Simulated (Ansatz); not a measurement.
Start from `O/C([TeH])=C\S` and change one atom or group to get `O[SiH2]/C(O)=C/S`.

Ansatz, PBE0-D4/def2-TZVP geometries, multiplicity 1. Each molecule was computed in one conformer, which needn't be the lowest.

Elements past krypton have def2 core potentials.

```csv
property,`O/C([TeH])=C\S`
HOMO energy (ωB97M-V/def2-TZVPP) / eV,-8.15
HOMO–LUMO gap (B3LYP/def2-TZVPP) / eV,4.69
HOMO energy (PBE0/def2-TZVPP) / eV,-6.09
size of the dipole moment (ωB97M-V/def2-TZVPP) / D,1.89
HOMO energy (PBE/def2-TZVPP) / eV,-5.01
size of the dipole moment (PBE/def2-TZVPP) / D,1.67
```

Give the same properties after the change, and the shifts. (Best estimate.)

The calculation gave: 
| property | `O[SiH2]/C(O)=C/S` | shift |
| --- | --- | --- |
| HOMO energy (ωB97M-V/def2-TZVPP) / eV | -9.21 | -1.06 |
| HOMO–LUMO gap (B3LYP/def2-TZVPP) / eV | 5.92 | 1.23 |
| HOMO energy (PBE0/def2-TZVPP) / eV | -7.05 | -0.96 |
| size of the dipole moment (ωB97M-V/def2-TZVPP) / D | 0.93 | -0.96 |
| HOMO energy (PBE/def2-TZVPP) / eV | -5.87 | -0.86 |
| size of the dipole moment (PBE/def2-TZVPP) / D | 0.99 | -0.68 |

With PBE0 the HOMO falls by 0.96 eV and the LUMO rises by 0.27 eV, so the gap widens by about 1.23 eV. PBE moves the HOMO by -0.86 eV and ωB97M-V by -1.06 eV. Dipoles are sizes alone; their direction can turn.

B3LYP here is the variant with VWN-RPA as its local correlation; programs differ in this.

Spin–orbit coupling is left out; it splits and shifts lone-pair levels of the heavy atoms by tenths of an eV.
